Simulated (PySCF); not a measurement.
A structure optimised at PBE0-D3(BJ)/def2-SVP, used in a PySCF frequency run:

```xyz
4

Ta     0.2135     0.2972     0.0000
O     -1.0337     1.4198     0.0000
Cl    -0.2151    -0.9722    -1.7797
Cl    -0.2151    -0.9722     1.7797
```
Charge +1, spin multiplicity 1.

Write its SMILES, formula and point group.

[O]=[Ta+]([Cl])[Cl], Cl₂OTa, Cs

What are its rotational constants (standard atomic weights)?

3.5222, 1.9982, 1.4879 GHz
